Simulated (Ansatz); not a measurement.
Basis sets compared for the cluster Mg₇O₇⁻ (the lowest doublet isomer of a short search). The state is a doublet with charge -1. Geometry PBE-D4/def2-SVP. Ansatz on 4 threads of Arm Neoverse V2 on a shared host; times are rough, and most runs start from earlier orbitals.

```xyz
14

Mg    1.6742   -2.0139    0.8304
Mg   -0.3977   -3.9061   -0.3882
Mg    0.3540    4.0225    0.3736
Mg   -1.3050   -1.0906   -0.7685
Mg    1.9445    0.6466    1.0839
Mg   -0.3833    1.4306   -0.1445
Mg   -2.6236    2.4406   -1.3209
O     1.2017   -3.8206    0.4987
O    -1.2046    3.3841   -0.4961
O     0.3660   -0.4259    0.1803
O     1.1731    2.3614    0.7385
O     2.9597   -0.8264    1.5776
O    -2.0004    0.6865   -1.0674
O    -1.7587   -2.8889   -1.0975
```

The structure comes from a short search, and lower isomers may exist.

```json
{"level": "PBE-D4/def2-SVP", "functions": "224", "energy (Eh)": "-1925.5697", "HOMO (eV)": "-1.01", "LUMO (eV)": "-0.74", "wall time": "19 s"}
{"level": "PBE0-D4/def2-SVP", "functions": "224", "energy (Eh)": "-1925.6496", "HOMO (eV)": "-1.50", "LUMO (eV)": "-0.45", "wall time": "46 s"}
```

(1) Estimate the rows for PBE-D4/def2-SVPD, PBE0-D4/def2-SVPD.

## Answers

(1) 
```json
{"level": "PBE-D4/def2-SVPD", "functions": "308", "energy (Eh)": "-1925.6078", "HOMO (eV)": "-1.09", "LUMO (eV)": "-0.79", "wall time": "31 s"}
{"level": "PBE0-D4/def2-SVPD", "functions": "308", "energy (Eh)": "-1925.6885", "HOMO (eV)": "-1.54", "LUMO (eV)": "-0.50", "wall time": "62 s"}
```
